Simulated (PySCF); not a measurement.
Bonds (- single, = double, # triple, : aromatic): C1-O2, O2-C3, C3-C4, C4=N5, N5-N6, N6-C7, N6-C8, C8-C3. C1 carries H9, H10, H11; C3 carries H12; C4 carries H13; C7 carries H14, H15, H16; C8 carries H17, H18. Stereochemistry as in CO[C@H]1C=NN(C)C1. H18 is cis to O2 on the ring; H17 is trans to O2 on the ring.

- shieldings: GIAO PBE0/pcSseg-1
- GFN2-xTB geometry
- run in PySCF 2.14
- fast rotation and ring inversion assumed for equivalent nuclei, no solvent model, no relativistic terms, single conformer

Scale: TMS for 13C (σref 186.93) (reference shieldings calculated alike).

Problem. Do the 13C shifts follow the atomic charges (in e)? Tabulate both.

Solution. 
| atoms | hybridisation | δ (ppm) | σ para (ppm) | Hirshfeld | IAO | Mulliken | ESP-fitted |
| --- | --- | --- | --- | --- | --- | --- | --- |
| C4 | sp2 | 136.0 | -201 | -0.02 | -0.09 | +0.12 | -0.09 |
| C3 | sp3 | 91.0 | -154 | +0.04 | +0.05 | -0.07 | +0.40 |
| C8 | sp3 | 60.8 | -123 | -0.04 | -0.20 | +0.10 | +0.16 |
| C1 | sp3 | 59.1 | -117 | -0.04 | -0.20 | -0.02 | -0.15 |
| C7 | sp3 | 42.9 | -101 | -0.07 | -0.31 | -0.05 | -0.21 |

Correlation coefficients of δ with charge over these carbons: Hirshfeld +0.52, IAO +0.67, Mulliken +0.51, ESP-fitted +0.20; with the paramagnetic shielding -1.00. Among the 4 sp3 carbons alone: Hirshfeld +1.00, IAO +0.99, Mulliken -0.22, ESP-fitted +0.91. With so few points, grouped by hybridisation, these coefficients are fragile. Charge is one influence among several: hybridisation and low-lying excitations act through the paramagnetic term.

Shifts are as computed. Against solution values, carbons near 30 ppm lie about +3 ppm off and those near 130 ppm about +5 ppm. Of 1211 compounds with measured shifts, 218 miss one by over three times the rms of a fit or turn the order of signals round; such compounds aren't used in these exercises.
